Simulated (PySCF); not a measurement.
A run for PySCF: D3(BJ) and D4 dispersion corrections on BFH4O (a complex), monomers drawn apart or pushed together.

```python
from pyscf import gto
from pyscf.dispersion import dftd3, dftd4

mol = gto.M(
    atom='''
    B    -0.32077891    0.54307438    1.32237923
    F    -0.58585563   -0.69212587    0.77599864
    H     0.71386174    1.04776723    0.98142700
    H    -1.28113066    1.23265026    1.53135889
    O     0.29478736    0.17987297    3.67789194
    H     1.03956817   -0.43755075    3.65181085
    H    -0.45317357   -0.29801862    4.06358099
    ''',
    basis='def2-svp',
    charge=0, spin=0, verbose=0, max_memory=1800)
d3, d4 = {}, {}
for xc in ['hf', 'pbe', 'blyp', 'revpbe', 'tpss', 'r2scan', 'b3lyp', 'pbe0', 'bhlyp', 'camb3lyp', 'b2plyp']:
    d3[xc] = float(dftd3.DFTD3Dispersion(mol, xc=xc, version='d3bj', atm=False).get_dispersion()['energy'])
    print(f'D3(BJ) {xc:10s} {d3[xc]:14.8f} Eh')
for xc in ['hf', 'pbe', 'blyp', 'revpbe', 'tpss', 'r2scan', 'b3lyp', 'pbe0', 'bhlyp', 'camb3lyp', 'b2plyp']:
    d4[xc] = float(dftd4.DFTD4Dispersion(mol, xc={'camb3lyp': 'cam-b3lyp'}.get(xc, xc), atm=True).get_dispersion()['energy'])
    print(f'D4     {xc:10s} {d4[xc]:14.8f} Eh')
```

Program output:

```
D3(BJ) hf            -0.01865470 Eh
D3(BJ) pbe           -0.00238086 Eh
D3(BJ) blyp          -0.00484577 Eh
D3(BJ) revpbe        -0.00617191 Eh
D3(BJ) tpss          -0.00292694 Eh
D3(BJ) r2scan        -0.00065647 Eh
D3(BJ) b3lyp         -0.00392906 Eh
D3(BJ) pbe0          -0.00199399 Eh
D3(BJ) bhlyp         -0.00294301 Eh
D3(BJ) camb3lyp      -0.00169471 Eh
D3(BJ) b2plyp        -0.00174324 Eh
D4     hf            -0.00777021 Eh
D4     pbe           -0.00205059 Eh
D4     blyp          -0.00460382 Eh
D4     revpbe        -0.00718025 Eh
D4     tpss          -0.00277786 Eh
D4     r2scan        -0.00052223 Eh
D4     b3lyp         -0.00325235 Eh
D4     pbe0          -0.00171017 Eh
D4     bhlyp         -0.00218940 Eh
D4     camb3lyp      -0.00169273 Eh
D4     b2plyp        -0.00143339 Eh
```

The run finished.

Cost: very roughly 0.020 core-seconds.
